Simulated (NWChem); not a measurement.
System: Si$_{2}$N$_{2}$H$_{5}$Cl; SMILES Cl[SiH]1N[SiH2]N1

NWChem input:

```
start job
memory heap 200 mb stack 900 mb global 1100 mb
geometry units angstroms noautosym nocenter noautoz
  Cl     0.440239     2.200389     0.007406
  Si    -0.649272     0.418991    -0.017185
  N     -0.176034    -0.751271    -1.203446
  Si     0.356684    -1.909540     0.002719
  N     -0.165748    -0.727702     1.192961
  H     -2.056245     0.873200    -0.044642
  H     -0.381516    -0.837312    -2.186742
  H     -0.388783    -3.197667    -0.010669
  H      1.810388    -2.232183     0.029847
  H      0.141379    -0.575439     2.141923
end
basis spherical
  Cl library def2-svp
  Si library def2-svp
  N library def2-svp
  H library def2-svp
end
dft
  xc m06-2x
  iterations 150
end
cosmo
  do_cosmo_smd true
  solvent etoac
end
task dft energy
```

Parts of the log:

```
             Northwest Computational Chemistry Package (NWChem) 7.3.0
             --------------------------------------------------------

                             Geometry "geometry" -> ""
                             -------------------------

 Output coordinates in angstroms (scale by  1.889725989 to convert to a.u.)

  No.       Tag          Charge          X              Y              Z
 ---- ---------------- ---------- -------------- -------------- --------------
    1 Cl                  17.0000     0.44023900     2.20038900     0.00740600
    2 Si                  14.0000    -0.64927200     0.41899100    -0.01718500
    3 N                    7.0000    -0.17603400    -0.75127100    -1.20344600
    4 Si                  14.0000     0.35668400    -1.90954000     0.00271900
    5 N                    7.0000    -0.16574800    -0.72770200     1.19296100
    6 H                    1.0000    -2.05624500     0.87320000    -0.04464200
    7 H                    1.0000    -0.38151600    -0.83731200    -2.18674200
    8 H                    1.0000    -0.38878300    -3.19766700    -0.01066900
    9 H                    1.0000     1.81038800    -2.23218300     0.02984700
   10 H                    1.0000     0.14137900    -0.57543900     2.14192300

 Effective nuclear repulsion energy (a.u.)     364.1093231038

                                 NWChem DFT Module
                                 -----------------

 Summary of "ao basis" -> "ao basis" (spherical)
 ------------------------------------------------------------------------------
       Tag                 Description            Shells   Functions and Types
 ---------------- ------------------------------  ------  ---------------------
 Cl                         def2-svp                 8       18   4s3p1d
 Si                         def2-svp                 8       18   4s3p1d
 N                          def2-svp                 6       14   3s2p1d
 H                          def2-svp                 3        5   2s1p

 in cosmo_initialize ...
 calling solv_data for solv:etoac

 solvent parameters
 solvname_short: etoac
 solvname_long:  ethyl acetate
 dielec:        5.9867
 dielecinf:     1.8832
 nonaqueous SMD model solvent descriptors
 dielec:        5.9867
 sola:          0.0000
 solb:          0.4500
 solc:          0.0000
 solg:         33.6700
 solh:          0.0000
 soln:          1.3723

          ---------------
          -cosmo- solvent
          ---------------
 Cosmo: York-Karplus, doi: 10.1021/jp992097l
 dielectric constant -eps-     =   5.99
 screen = (eps-1)/(eps    )    =   0.83296
 surface charge correction     = lagrangian

   van der Waals surface
 --------------------------

 ---------- ATOMIC COORDINATES (A.U.) ------------ VDWR(ANG.) --
     1    0.83193108    4.15813228    0.01399531     2.380
     2   -1.22694617    0.79177818   -0.03247494     2.470
     3   -0.33265602   -1.41969633   -2.27418318     1.890
     4    0.67403502   -3.60850736    0.00513816     2.470
     5   -0.31321830   -1.37515738    2.25436941     1.890
     6   -3.88573962    1.65010873   -0.08436115     1.200
     7   -0.72096070   -1.58229025   -4.13234319     1.200
     8   -0.73469334   -6.04271443   -0.02016149     1.200
     9    3.42113725   -4.21821423    0.05640265     1.200
    10    0.26716757   -1.08742203    4.04764756     1.200
 number of segments per atom =        128
 number of   points per atom =        128
 atom (   nspa,  nppa )
 ----------------------
    1 (     96,     0 )       0
    2 (     51,     0 )       0
    3 (     34,     0 )       0
    4 (     78,     0 )       0
    5 (     33,     0 )       0
    6 (     30,     0 )       0
    7 (     45,     0 )       0
    8 (     32,     0 )       0
    9 (     31,     0 )       0
   10 (     45,     0 )       0
 number of -cosmo- surface points =      475
 molecular surface =    150.953 angstrom**2
 molecular volume  =    152.670 angstrom**3
 -lineq- algorithm             =   0
 -bem- low  level              =   3
 -bem- from -octahedral-
 gaussian surface charge width =   4.50000
 degree of switching           =   1.00000
 switching function tolerance  =   0.00010
 atomic radii =
 --------------
    1 17.000  2.380
    2 14.000  2.470
    3  7.000  1.890
    4 14.000  2.470
    5  7.000  1.890
    6  1.000  1.200
    7  1.000  1.200
    8  1.000  1.200
    9  1.000  1.200
   10  1.000  1.200
 ...... end of -cosmo- initialization ......

 nat:                    10
 ixmem:                  5529
 calling mnsol_interface()
 G(SMD-CDS) energy (kcal/mol)  =    -0.303
 SMD-CDS SASA (angstrom**2)    =   163.139

            General Information
            -------------------
          SCF calculation type: DFT
          Wavefunction type:  closed shell.
          No. of atoms     :    10
          No. of electrons :    64
           Alpha electrons :    32
            Beta electrons :    32
          Charge           :     0
          Spin multiplicity:     1
          Use of symmetry is: off; symmetry adaption is: off
          Maximum number of iterations: 150
          AO basis - number of functions:   107
                     number of shells:    51
          Convergence on energy requested:  1.00D-06
          Convergence on density requested:  1.00D-05
          Convergence on gradient requested:  5.00D-04

              XC Information
              --------------
                       M06-2X Method XC Functional
                     Hartree-Fock (Exact) Exchange  0.540
                        M06-2X Exchange Functional  1.000
                      M06-2X Correlation Potential  1.000

             Grid Information
             ----------------
          Grid used for XC integration:  medium
          Radial quadrature: Mura-Knowles
          Angular quadrature: Lebedev.
          Tag              B.-S. Rad. Rad. Pts. Rad. Cut. Ang. Pts.
          ---              ---------- --------- --------- ---------
          Cl                  1.00       88          13.0       590
          Si                  1.10       88          10.0       590
          N                   0.65       49          10.0       434
          H                   0.35       45          12.0       434
          Grid pruning is: on
          Number of quadrature shells:   587
          Spatial weights used:  Erf1

      Superposition of Atomic Density Guess
      -------------------------------------

 Sum of atomic energies:       -1147.78536609

      Non-variational initial energy
      ------------------------------

 Total energy =   -1150.064942
 1-e energy   =   -2311.222768
 2-e energy   =     797.048503
 HOMO         =      -0.333669
 LUMO         =       0.032081

   convergence    iter        energy       DeltaE   RMS-Dens  Diis-err
 ---------------- ----- ----------------- --------- --------- ---------
     COSMO gas phase
 d= 0,ls=0.0,diis     1  -1151.2586761221 -1.52D+03  9.01D-03  6.00D-01
 d= 0,ls=0.0,diis     2  -1151.2782499228 -1.96D-02  4.33D-03  5.02D-01
 d= 0,ls=0.0,diis     3  -1151.3333384603 -5.51D-02  8.98D-04  1.21D-02
 d= 0,ls=0.0,diis     4  -1151.3345716785 -1.23D-03  3.29D-04  1.13D-03
 d= 0,ls=0.0,diis     5  -1151.3347344617 -1.63D-04  5.84D-05  2.74D-05
  Resetting Diis
 d= 0,ls=0.0,diis     6  -1151.3347386687 -4.21D-06  1.25D-05  1.30D-06
 d= 0,ls=0.0,diis     7  -1151.3347388765 -2.08D-07  3.46D-06  5.90D-08

   convergence    iter        energy       DeltaE   RMS-Dens  Diis-err
 ---------------- ----- ----------------- --------- --------- ---------
     COSMO solvation phase
 d= 0,ls=0.0,diis     1  -1151.3407976860 -6.06D-03  6.73D-04  1.47D-03
 d= 0,ls=0.0,diis     2  -1151.3412271610 -4.29D-04  1.67D-04  1.79D-04
 d= 0,ls=0.0,diis     3  -1151.3412536205 -2.65D-05  5.38D-05  2.68D-05
 d= 0,ls=0.0,diis     4  -1151.3412574907 -3.87D-06  1.57D-05  3.66D-06
 d= 0,ls=0.0,diis     5  -1151.3412578975 -4.07D-07  5.50D-06  4.67D-07

         Total DFT energy =    -1151.341257897481
      One electron energy =    -2315.248715386841
           Coulomb energy =      885.648559250151
    Exchange-Corr. energy =      -85.888367478328
 Nuclear repulsion energy =      364.109323103778

             COSMO energy =        0.037942613758

 Numeric. integr. density =       63.999990308468

                                COSMO-SMD solvation results
                                ---------------------------

             internal energy in gas <Psi(g)|H|Psi(g)> =     -1151.334738876539
         internal energy in solvent <Psi(s)|H|Psi(s)> =     -1151.334233703260
                               delta internal energy  =         0.000505173279 (    0.32 kcal/mol)
   total free energy in solvent <Psi(s)|H+V/2|Psi(s)> =     -1151.340775098336
 polarization energy contribution <Psi(s)|V/2|Psi(s)> =        -0.006541395076 (   -4.10 kcal/mol)
    total free energy in solvent including G(SMD-CDS) =     -1151.341257897481
                       G(SMD-CDS) energy contribution =        -0.000482799146 (   -0.30 kcal/mol)
     1 M fixed-concentration free energy of solvation =        -0.006519020943 (   -4.09 kcal/mol)

                       DFT Final Molecular Orbital Analysis
                       ------------------------------------

 Vector   30  Occ=2.000000D+00  E=-3.684496D-01
              MO Center= -8.1D-02,  1.2D+00, -9.1D-03, r^2= 4.1D+00
   Bfn.  Coefficient  Atom+Function         Bfn.  Coefficient  Atom+Function
  ----- ------------  ---------------      ----- ------------  ---------------
    11      0.456169   1 Cl px                8      0.329769   1 Cl px
    12     -0.264004   1 Cl py               83      0.216234   6 H  s
     5      0.190091   1 Cl px                9     -0.188743   1 Cl py
    84      0.174181   6 H  s                41      0.159562   3 N  py
    73      0.148983   5 N  py               44     -0.122896   3 N  py

 Vector   31  Occ=2.000000D+00  E=-3.306686D-01
              MO Center=  2.5D-02, -1.0D+00,  3.9D-02, r^2= 4.4D+00
   Bfn.  Coefficient  Atom+Function         Bfn.  Coefficient  Atom+Function
  ----- ------------  ---------------      ----- ------------  ---------------
    72      0.279513   5 N  px               40      0.262681   3 N  px
    75     -0.224690   5 N  px               98      0.217395   9 H  s
    99      0.212324   9 H  s                43     -0.209893   3 N  px
    93     -0.199096   8 H  s                94     -0.199359   8 H  s
    12     -0.192693   1 Cl py               84     -0.158832   6 H  s

 Vector   32  Occ=2.000000D+00  E=-3.211689D-01
              MO Center= -1.6D-01, -6.5D-01, -3.5D-02, r^2= 2.6D+00
   Bfn.  Coefficient  Atom+Function         Bfn.  Coefficient  Atom+Function
  ----- ------------  ---------------      ----- ------------  ---------------
    40      0.367022   3 N  px               72     -0.346769   5 N  px
    43     -0.336692   3 N  px               75      0.319206   5 N  px
    41      0.171185   3 N  py               73     -0.167722   5 N  py
    44     -0.160495   3 N  py               76      0.156756   5 N  py
    13     -0.118846   1 Cl pz               10     -0.091091   1 Cl pz

 Vector   33  Occ=0.000000D+00  E= 3.715282D-02
              MO Center= -7.8D-04, -1.0D+00, -1.1D-02, r^2= 5.8D+00
   Bfn.  Coefficient  Atom+Function         Bfn.  Coefficient  Atom+Function
  ----- ------------  ---------------      ----- ------------  ---------------
    63      0.855770   4 Si pz               39      0.736002   3 N  s
    71     -0.730121   5 N  s                31      0.670312   2 Si pz
    60      0.210563   4 Si pz               28      0.202090   2 Si pz
    13     -0.196155   1 Cl pz               57     -0.117784   4 Si pz
    89     -0.114688   7 H  s                25     -0.105401   2 Si pz

 Vector   34  Occ=0.000000D+00  E= 9.139802D-02
              MO Center= -4.9D-01, -1.1D-01, -2.6D-02, r^2= 5.9D+00
   Bfn.  Coefficient  Atom+Function         Bfn.  Coefficient  Atom+Function
  ----- ------------  ---------------      ----- ------------  ---------------
    30      1.024198   2 Si py               62     -0.743383   4 Si py
    94     -0.700373   8 H  s                84     -0.685062   6 H  s
    21      0.571670   2 Si s                71      0.553044   5 N  s
    39      0.520255   3 N  s                99     -0.500459   9 H  s
     4     -0.482167   1 Cl s                54      0.409774   4 Si s

 Vector   35  Occ=0.000000D+00  E= 9.958816D-02
              MO Center= -3.7D-02, -5.8D-01, -3.2D-02, r^2= 6.4D+00
   Bfn.  Coefficient  Atom+Function         Bfn.  Coefficient  Atom+Function
  ----- ------------  ---------------      ----- ------------  ---------------
    39      1.084602   3 N  s                71      1.067094   5 N  s
    62     -0.925350   4 Si py               22     -0.910420   2 Si s
    54     -0.686344   4 Si s                84      0.511165   6 H  s
    89     -0.491577   7 H  s                61      0.488330   4 Si px
   104     -0.490499  10 H  s                12     -0.304511   1 Cl py

     Multipole analysis of the density
     ---------------------------------

     L   x y z        total         alpha         beta         nuclear
     -   - - -        -----         -----         ----         -------
     0   0 0 0     -0.000000    -32.000000    -32.000000     64.000000

     1   1 0 0     -0.218854     -0.223359     -0.223359      0.227863
     1   0 1 0     -0.749779     -0.579655     -0.579655      0.409532
     1   0 0 1     -0.056826      0.179740      0.179740     -0.416307

     2   2 0 0    -39.494129    -54.045760    -54.045760     68.597390
     2   1 1 0     -1.586043     -1.754675     -1.754675      1.923307
     2   1 0 1      1.653536     -2.049913     -2.049913      5.753363
     2   0 2 0    -40.853839   -306.961573   -306.961573    573.069307
     2   0 1 1      0.792991     -1.179143     -1.179143      3.151277
     2   0 0 2    -32.696273    -68.981893    -68.981893    105.267514
```

Level: M06-2X/def2-SVP, SMD on the gas-phase geometry. The geometry was optimised at B3LYP/6-31G* (spherical d). Solvent: ethyl acetate.
